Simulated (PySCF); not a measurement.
Polarisability as a sum over states

C₃H₇F₃OSi.
Atom-mapped SMILES: `[CH3:1][C@H:2]([SiH3:3])[O:4][C:5]([F:6])([F:7])[F:8]` (hydrogens: H9, H10, H11 on C1; H12 on C2; H13, H14, H15 on Si3)

Computed with PySCF, TDDFT PBE0/def2-SVPD, vertical, gas phase, core orbitals frozen in the response. The structure is a single GFN2-xTB conformer in the gas phase; no vibrational or solvent corrections. Torsions of this conformer, `[CH3:1][C@H:2]([SiH3:3])[O:4][C:5]([F:6])([F:7])[F:8]`: C1–C2–O4–C5 -96°, C2–O4–C5–F6 -63°.

Computed singlets:

| state | E (eV) | f |
| --- | --- | --- |
| S1 | 7.85 | 0.023 |
| S2 | 8.35 | 0.014 |
| S3 | 8.49 | 0.083 |
| S4 | 8.64 | 0.134 |
| S5 | 8.78 | 0.024 |
| S6 | 8.94 | 0.017 |
| S7 | 9.10 | 0.012 |
| S8 | 9.15 | 0.0068 |

**Question.** How much of the mean static polarisability do these states give, one by one?

**Answer.** Each state adds f / ΔE² (ΔE in hartree, 27.2114 eV).

```json
{"state": "S1", "f/ΔE² (au)": "0.28", "running sum (au)": "0.28", "running share of α (%)": "0.4"}
{"state": "S2", "f/ΔE² (au)": "0.15", "running sum (au)": "0.43", "running share of α (%)": "0.6"}
{"state": "S3", "f/ΔE² (au)": "0.85", "running sum (au)": "1.28", "running share of α (%)": "1.8"}
{"state": "S4", "f/ΔE² (au)": "1.33", "running sum (au)": "2.61", "running share of α (%)": "3.7"}
{"state": "S5", "f/ΔE² (au)": "0.23", "running sum (au)": "2.85", "running share of α (%)": "4.0"}
{"state": "S6", "f/ΔE² (au)": "0.16", "running sum (au)": "3.01", "running share of α (%)": "4.2"}
{"state": "S7", "f/ΔE² (au)": "0.11", "running sum (au)": "3.11", "running share of α (%)": "4.4"}
{"state": "S8", "f/ΔE² (au)": "0.06", "running sum (au)": "3.17", "running share of α (%)": "4.5"}
```

The full response gives 71.17 au (10.55 Å³), so 68.0 au comes from the higher roots of the same equations.

**Question.** By how much does the contribution of these states grow at 532 nm?

**Answer.** With ω = 0.0856 hartree each state's term in the mean polarisability goes from f / ΔE² to f / (ΔE² − ω²); the sum over all 8 states goes from 3.17 to 3.43 au, a rise of 0.25 au.

The largest single term belongs to S4, which also has the largest f.

A one-level model with all 50 active electrons at a single energy would need ΔE = √(N/α) = 22.8 eV to give this α, against S1 at 7.85 eV.

The run took 94 s of wall time on Arm Neoverse N1, one thread, shared host with 64 logical CPUs at a one-minute load of 59, and the process peaked at 0.86 GiB of memory.

Without π bonds the low states are Rydberg-like; a valence basis with one diffuse set may place them up to an eV too high.
